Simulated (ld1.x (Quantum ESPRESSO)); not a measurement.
# Configuration tests for thallium (Tl) (TM)

| Item | Value |
| --- | --- |
| Element | Tl |
| Generator | ld1.x (Quantum ESPRESSO) 7.5 |
| Type | norm-conserving Troullier–Martins (Kleinman–Bylander form) |
| Functional | PBE |
| Relativity | scalar-relativistic |
| Frozen core | [Xe] 4f14 |
| Valence charge | 13 |
| Reference configuration | 5d10 6s2 6p1 |
| Partial waves | 6p (bound): rc 2.30 bohr; 5d (bound): rc 1.75 bohr; 5f channel at -0.15 Ry: rc 1.75 bohr; 6s (bound): rc 1.90 bohr |
| Local potential | the s channel |
| Core correction | a·sin(br)/r model core, default radius (core density twice the valence density) |

Energies are relative to the spin-unpolarised reference configuration 5d10 6s2 6p1; without spin polarisation the order of configurations can differ from experiment.

```
valence configuration  charge  ΔE all-electron (eV)  error AE − PS (meV)
         5d10 6s2 6p0      +1                 5.167                 -4.6
         5d10 6s1 6p0      +2                25.947                  -27
       5d10 6s2 6p1.3    -0.3                -0.494                 +0.1
         5d10 6s1 6p2       0                 7.403                 -4.8
          5d9 6s0 6p0      +4               107.876                 -208
         5d10 6s1 6p1      +1                13.444                 -7.0
```

**Question.** What are ΔE and the potential's error for 5d10 6s0 6p0?

**Answer.** ΔE = 56.087 eV all-electron; the error (AE − PS) is -88 meV.

Levels in the configuration 5d10 6s2 6p1.3:

```
level  all-electron (eV)  pseudo (eV)
   5d            -13.751      -13.757
   6s             -7.887       -7.887
   6p             -0.957       -0.957
```
